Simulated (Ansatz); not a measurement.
Geometry optimisation of `FC(F)(F)c1sc(-c2sc(-c3sc(C(F)(F)F)c4c3OCCO4)c3c2OCCO3)c2c1OCCO2`.

```yaml
crystal:
  periodic: [false, false, false]
  atoms:
    - {symbol: F, position_ang: [7.274920, -0.670140, -1.507880]}
    - {symbol: C, position_ang: [6.639090, -1.098300, -0.400370]}
    - {symbol: F, position_ang: [7.426240, -0.736440, 0.631440]}
    - {symbol: F, position_ang: [6.666220, -2.437170, -0.443040]}
    - {symbol: C, position_ang: [5.262820, -0.560480, -0.287320]}
    - {symbol: S, position_ang: [3.871780, -1.588630, -0.160040]}
    - {symbol: C, position_ang: [2.819970, -0.211400, -0.070890]}
    - {symbol: C, position_ang: [1.412370, -0.338770, 0.055660]}
    - {symbol: S, position_ang: [0.359760, 1.037320, 0.148420]}
    - {symbol: C, position_ang: [-1.053120, 0.021840, 0.273610]}
    - {symbol: C, position_ang: [-2.356520, 0.600640, 0.369160]}
    - {symbol: S, position_ang: [-2.575630, 2.185220, 1.052650]}
    - {symbol: C, position_ang: [-4.283950, 2.113590, 0.798040]}
    - {symbol: C, position_ang: [-5.186180, 3.226020, 1.180610]}
    - {symbol: F, position_ang: [-5.869360, 3.724210, 0.132300]}
    - {symbol: F, position_ang: [-6.119030, 2.855860, 2.077780]}
    - {symbol: F, position_ang: [-4.526030, 4.257100, 1.724190]}
    - {symbol: C, position_ang: [-4.663120, 0.934350, 0.207070]}
    - {symbol: C, position_ang: [-3.562120, 0.069760, -0.035800]}
    - {symbol: O, position_ang: [-3.715690, -1.137950, -0.641340]}
    - {symbol: C, position_ang: [-5.056970, -1.587120, -0.583740]}
    - {symbol: C, position_ang: [-6.016460, -0.477580, -1.013130]}
    - {symbol: O, position_ang: [-5.936690, 0.628090, -0.127960]}
    - {symbol: C, position_ang: [-0.701140, -1.313440, 0.259390]}
    - {symbol: C, position_ang: [0.692830, -1.512140, 0.135520]}
    - {symbol: O, position_ang: [1.280270, -2.739000, 0.112700]}
    - {symbol: C, position_ang: [0.404440, -3.758630, 0.560760]}
    - {symbol: C, position_ang: [-0.990740, -3.574240, -0.040710]}
    - {symbol: O, position_ang: [-1.568520, -2.353270, 0.385180]}
    - {symbol: C, position_ang: [3.531490, 0.967010, -0.133620]}
    - {symbol: C, position_ang: [4.927320, 0.771770, -0.263120]}
    - {symbol: O, position_ang: [5.806530, 1.794590, -0.360920]}
    - {symbol: C, position_ang: [5.162750, 3.029500, -0.635890]}
    - {symbol: C, position_ang: [3.916000, 3.201670, 0.233110]}
    - {symbol: O, position_ang: [2.958430, 2.198400, -0.059690]}
    - {symbol: H, position_ang: [-5.297950, -1.905850, 0.438870]}
    - {symbol: H, position_ang: [-5.119250, -2.438460, -1.261330]}
    - {symbol: H, position_ang: [-5.766140, -0.149870, -2.030480]}
    - {symbol: H, position_ang: [-7.052460, -0.814830, -0.978890]}
    - {symbol: H, position_ang: [0.336280, -3.732360, 1.656290]}
    - {symbol: H, position_ang: [0.848480, -4.702730, 0.243810]}
    - {symbol: H, position_ang: [-0.917960, -3.585130, -1.136180]}
    - {symbol: H, position_ang: [-1.667070, -4.362720, 0.290770]}
    - {symbol: H, position_ang: [4.878450, 3.065540, -1.695410]}
    - {symbol: H, position_ang: [5.898950, 3.805270, -0.425470]}
    - {symbol: H, position_ang: [4.200820, 3.144410, 1.292030]}
    - {symbol: H, position_ang: [3.425880, 4.154450, 0.033850]}
basis:
  gaussian: {orbitals: def2-SVP, fitting: {mean_field: def2-universal-jkfit}}
hamiltonian: {xc: pbe, dispersion: d4}
scf: {lower_state_search: "off"}
output: {orbitals: {seedname: orbitals}}
relax: {f_tol: 0.03, max_steps: 70}
```

```sh
$ ansatz run in.yaml --threads 2 --pin off --events-out ev --progress --plain --max-ram 32768MiB --backend cuda --devices 0, --max-vram 18GiB
```

It prints (some lines left out):

```
Functional definition: PBE
mean field -81909.04038063 eV, -3010.1017140467 hartree, gradient 5.6e-6 eV, S^2 0.000000; 0 other end points of the search recorded, 0 dependent functions left out
relax step   1: F+E_penalty+E_count = -81911.21302152 eV  Δ(F+E_penalty+E_count) = +0.000e0 eV  max|allowed force component| = 8.607e-1 eV/Å  Δτ_max = 0.0000 Å  (22 SCF iters, accepted)
mean field -81909.30022927 eV, -3010.1112633078 hartree, gradient 2.4e-6 eV, S^2 0.000000; 0 other end points of the search recorded, 0 dependent functions left out
relax step   2: F+E_penalty+E_count = -81911.44756031 eV  Δ(F+E_penalty+E_count) = -2.345e-1 eV  max|allowed force component| = 3.299e-1 eV/Å  Δτ_max = 0.0991 Å  (20 SCF iters, accepted)
mean field -81909.34217330 eV, -3010.1128047226 hartree, gradient 1.4e-6 eV, S^2 0.000000; 0 other end points of the search recorded, 0 dependent functions left out
relax step   3: F+E_penalty+E_count = -81911.47810655 eV  Δ(F+E_penalty+E_count) = -3.055e-2 eV  max|allowed force component| = 1.158e-1 eV/Å  Δτ_max = 0.0690 Å  (22 SCF iters, accepted)
mean field -81909.34665439 eV, -3010.1129693995 hartree, gradient 2.9e-6 eV, S^2 0.000000; 0 other end points of the search recorded, 0 dependent functions left out
relax step   4: F+E_penalty+E_count = -81911.48119636 eV  Δ(F+E_penalty+E_count) = -3.090e-3 eV  max|allowed force component| = 5.373e-2 eV/Å  Δτ_max = 0.0446 Å  (21 SCF iters, accepted)
mean field -81909.34846189 eV, -3010.1130358240 hartree, gradient 2.7e-6 eV, S^2 0.000000; 0 other end points of the search recorded, 0 dependent functions left out
relax step   5: F+E_penalty+E_count = -81911.48384863 eV  Δ(F+E_penalty+E_count) = -2.652e-3 eV  max|allowed force component| = 2.101e-2 eV/Å  Δτ_max = 0.0427 Å  (21 SCF iters, accepted)
mean field -81909.35006095 eV, -3010.1130945883 hartree, gradient 2.9e-6 eV, S^2 0.000000; 0 other end points of the search recorded, 0 dependent functions left out
relax step   6: F+E_penalty+E_count = -81911.48494244 eV  Δ(F+E_penalty+E_count) = -1.094e-3 eV  max|allowed force component| = 2.211e-2 eV/Å  Δτ_max = 0.0405 Å  (20 SCF iters, accepted)
mean field -81909.35173803 eV, -3010.1131562199 hartree, gradient 2.9e-6 eV, S^2 0.000000; 0 other end points of the search recorded, 0 dependent functions left out
relax step   7: F+E_penalty+E_count = -81911.48603064 eV  Δ(F+E_penalty+E_count) = -1.088e-3 eV  max|allowed force component| = 2.698e-2 eV/Å  Δτ_max = 0.0712 Å  (20 SCF iters, accepted)
mean field -81909.35281681 eV, -3010.1131958644 hartree, gradient 2.8e-6 eV, S^2 0.000000; 0 other end points of the search recorded, 0 dependent functions left out
relax step   8: F+E_penalty+E_count = -81911.48680188 eV  Δ(F+E_penalty+E_count) = -7.712e-4 eV  max|allowed force component| = 2.792e-2 eV/Å  Δτ_max = 0.0726 Å  (20 SCF iters, accepted)
Total energy: -81911.48687268 eV, -3010.1916209709 hartree
Atom 0 at     7.362206    -0.730988    -1.470067 Å, force    -0.000794     0.000429     0.001605 eV/Å
Atom 1 at     6.713467    -1.108997    -0.339489 Å, force     0.005361    -0.007809    -0.002953 eV/Å
Atom 2 at     7.495522    -0.719377     0.698776 Å, force    -0.004629     0.001876    -0.001649 eV/Å
Atom 3 at     6.671019    -2.467046    -0.329423 Å, force     0.003030     0.011594     0.001812 eV/Å
Atom 4 at     5.338692    -0.539772    -0.259651 Å, force    -0.007806    -0.010309    -0.009899 eV/Å
Atom 5 at     3.941311    -1.578951    -0.163159 Å, force    -0.005583     0.008820     0.014574 eV/Å
Atom 6 at     2.843496    -0.208260    -0.137652 Å, force     0.006522    -0.015612    -0.003565 eV/Å
Atom 7 at     1.422163    -0.361728    -0.018696 Å, force    -0.002423     0.005489    -0.001025 eV/Å
Atom 8 at     0.321603     1.007076     0.021388 Å, force     0.000424    -0.003284     0.006492 eV/Å
Atom 9 at    -1.083574    -0.024602     0.249913 Å, force     0.005896     0.005379    -0.011379 eV/Å
Atom 10 at    -2.396508     0.552901     0.377769 Å, force    -0.005111     0.014805     0.010651 eV/Å
Atom 11 at    -2.619493     2.081786     1.209966 Å, force    -0.002938    -0.019256    -0.002078 eV/Å
Atom 12 at    -4.336985     2.066210     0.932126 Å, force     0.008727    -0.001733    -0.013135 eV/Å
Atom 13 at    -5.201256     3.203882     1.358836 Å, force    -0.004934     0.021053     0.002454 eV/Å
Atom 14 at    -5.828602     3.794060     0.309103 Å, force     0.006339    -0.005388     0.022225 eV/Å
Atom 15 at    -6.174833     2.816677     2.219932 Å, force     0.014875     0.002041    -0.015812 eV/Å
Atom 16 at    -4.461921     4.160108     1.979683 Å, force    -0.023830    -0.027917    -0.013569 eV/Å
Atom 17 at    -4.724690     0.925564     0.243662 Å, force    -0.012928    -0.001915     0.006410 eV/Å
Atom 18 at    -3.622944     0.066929    -0.076684 Å, force     0.006450    -0.003901    -0.001722 eV/Å
Atom 19 at    -3.777000    -1.076427    -0.800743 Å, force    -0.011579     0.008885     0.006566 eV/Å
Atom 20 at    -5.134424    -1.525945    -0.807165 Å, force     0.007688    -0.004743     0.003576 eV/Å
Atom 21 at    -6.086242    -0.378331    -1.116760 Å, force     0.004721     0.013128     0.008672 eV/Å
Atom 22 at    -6.004704     0.645317    -0.116245 Å, force     0.004767    -0.013519    -0.014304 eV/Å
Atom 23 at    -0.703263    -1.366178     0.274714 Å, force    -0.008208     0.002095     0.002557 eV/Å
Atom 24 at     0.701510    -1.549619     0.108727 Å, force    -0.000031    -0.009541    -0.000561 eV/Å
Atom 25 at     1.294460    -2.778407     0.108004 Å, force    -0.006560    -0.003336     0.002861 eV/Å
Atom 26 at     0.445504    -3.793239     0.657485 Å, force     0.008261     0.005174    -0.001329 eV/Å
Atom 27 at    -0.973153    -3.662307     0.117601 Å, force    -0.009656     0.009801    -0.000517 eV/Å
Atom 28 at    -1.553246    -2.408483     0.487984 Å, force     0.007161    -0.012259    -0.007291 eV/Å
Atom 29 at     3.565362     0.984171    -0.213300 Å, force     0.003418     0.013136    -0.002108 eV/Å
Atom 30 at     4.979414     0.800112    -0.280961 Å, force     0.002435     0.000373     0.000129 eV/Å
Atom 31 at     5.852054     1.839363    -0.349515 Å, force    -0.002575     0.008440     0.000907 eV/Å
Atom 32 at     5.207372     3.077198    -0.676176 Å, force     0.002255    -0.009289    -0.000144 eV/Å
Atom 33 at     3.914426     3.252487     0.109799 Å, force    -0.002795    -0.001497    -0.001903 eV/Å
Atom 34 at     2.979429     2.216658    -0.214291 Å, force     0.006731    -0.007897     0.003103 eV/Å
Atom 35 at    -5.387650    -1.976783     0.180779 Å, force     0.004304     0.008702    -0.016057 eV/Å
Atom 36 at    -5.204766    -2.311685    -1.585014 Å, force     0.000547     0.011973     0.011197 eV/Å
Atom 37 at    -5.846201     0.055378    -2.114803 Å, force    -0.001899    -0.006741     0.011756 eV/Å
Atom 38 at    -7.137178    -0.727135    -1.123882 Å, force     0.001446     0.004148    -0.000223 eV/Å
Atom 39 at     0.438999    -3.713728     1.768820 Å, force    -0.003602    -0.003509    -0.005522 eV/Å
Atom 40 at     0.889432    -4.766432     0.371190 Å, force     0.000346     0.004115     0.002791 eV/Å
Atom 41 at    -0.967599    -3.762229    -0.992640 Å, force     0.000163     0.003126     0.010872 eV/Å
Atom 42 at    -1.625612    -4.450394     0.542047 Å, force     0.004849     0.004491    -0.003593 eV/Å
Atom 43 at     4.993779     3.110799    -1.769018 Å, force    -0.000478    -0.000931     0.002613 eV/Å
Atom 44 at     5.928358     3.880597    -0.429927 Å, force    -0.001200     0.001079    -0.002724 eV/Å
Atom 45 at     4.126419     3.237485     1.203490 Å, force     0.002271     0.001655    -0.001718 eV/Å
Atom 46 at     3.425838     4.212244    -0.146547 Å, force     0.000572    -0.001422     0.000957 eV/Å
Dipole moment:    -0.499544    -0.586477    -0.330427 e Å
Checks for a lower state left out: stability, starts, cluster_reference, orbital_swaps, neighbouring_geometries, increment
```

Run time 40 s (2 threads of AMD EPYC 7R13 on a shared host and a share (18 GiB) of an NVIDIA H100 80GB HBM3), peak host memory 1.1 GiB.

Single mean-field runs in def2-SVP are fitted with def2-universal-jkfit.
